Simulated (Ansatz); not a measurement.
Start from `CNBN` and change one atom or group to get `CNBCN`.

Ansatz, PBE0-D4/def2-TZVP geometries, multiplicity 1. Each molecule was computed in one conformer, which needn't be the lowest.

```
                                      property  `CNBN`
            HOMO energy (PBE0/def2-TZVPP) / eV   -6.45
             LUMO energy (PBE/def2-TZVPP) / eV    0.33
         LUMO energy (ωB97M-V/def2-TZVPP) / eV    2.39
size of the dipole moment (PBE/def2-TZVPP) / D    1.46
         HOMO energy (ωB97M-V/def2-TZVPP) / eV   -8.77
           HOMO energy (B3LYP/def2-TZVPP) / eV   -6.22
```

Task: Give the same properties after the change, and the shifts. (An estimate is asked.)

Result: Ansatz gave: 
| property | `CNBCN` | shift |
| --- | --- | --- |
| HOMO energy (PBE0/def2-TZVPP) / eV | -6.49 | -0.04 |
| LUMO energy (PBE/def2-TZVPP) / eV | -0.50 | -0.83 |
| LUMO energy (ωB97M-V/def2-TZVPP) / eV | 2.13 | -0.26 |
| size of the dipole moment (PBE/def2-TZVPP) / D | 2.61 | 1.15 |
| HOMO energy (ωB97M-V/def2-TZVPP) / eV | -8.91 | -0.14 |
| HOMO energy (B3LYP/def2-TZVPP) / eV | -6.26 | -0.04 |

Dipoles are sizes alone; their direction can turn.

B3LYP here is the variant with VWN-RPA as its local correlation; programs differ in this.
